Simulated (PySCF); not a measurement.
Isomers of C3H10Si, mass 74.055 u with the commonest isotopes. Theory: PBE0-D3(BJ)/def2-SVP geometry optimisation, gas phase in PySCF. One conformer each, none proved a minimum here; rigid rotors.

Question: Order these by rotational constant B, smallest first.
A. `CC([SiH3])C`
B. SiH2MeEt, `[H][Si]([H])(C)CC`
C. trimethylsilane, `C[SiH](C)C`

Answer: B (2674 MHz), A (4115 MHz), C (5275 MHz).

Question: Order these by rotational constant C, largest first.
A. `CC(C)[SiH3]`
B. trimethylsilane (`C[SiH](C)C`)
C. SiH2MeEt, `[H][Si]([H])(C)CC`

Answer: B (3124 MHz), A (2971 MHz), C (2437 MHz).

Question: Order these by rotational constant A, smallest first.
A. `CC(C)[SiH3]`
B. trimethylsilane (`C[SiH](C)C`)
C. `[H][Si]([H])(C)CC` (SiH2MeEt)

Answer: B (5281 MHz), A (7382 MHz), C (14966 MHz).

```json
{"SMILES": "C[SiH](C)C", "point group": "C3v", "Ia (u·Å²)": "95.71", "Ib (u·Å²)": "95.81", "Ic (u·Å²)": "161.78", "κ": "0.99", "μa (D)": "0.00", "μb (D)": "0.00", "μc (D)": "0.61"}
{"SMILES": "[H][Si]([H])(C)CC", "point group": "–", "Ia (u·Å²)": "33.77", "Ib (u·Å²)": "188.97", "Ic (u·Å²)": "207.37", "κ": "-0.96", "μa (D)": "0.06", "μb (D)": "0.83", "μc (D)": "0.00"}
{"SMILES": "CC(C)[SiH3]", "point group": "Cs", "Ia (u·Å²)": "68.46", "Ib (u·Å²)": "122.81", "Ic (u·Å²)": "170.11", "κ": "-0.48", "μa (D)": "0.83", "μb (D)": "0.00", "μc (D)": "0.24"}
```
